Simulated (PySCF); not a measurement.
All values below come from PBE-D3(BJ)/def2-TZVP // PBE0-D3(BJ)/def2-TZVP (PySCF). All species are isolated molecules in the gas phase. 

Reference species (SMILES): `[AlH][F]` (neutral, multiplicity 2).

The dipole moment is 1.46 D.

Changed species: `[F][Al][F]` (radical fragment; the reference has radical fragment).

Problem. What does the change do to the dipole moment?

Solution. the dipole moment rises by 0.22 D, to 1.68 D.
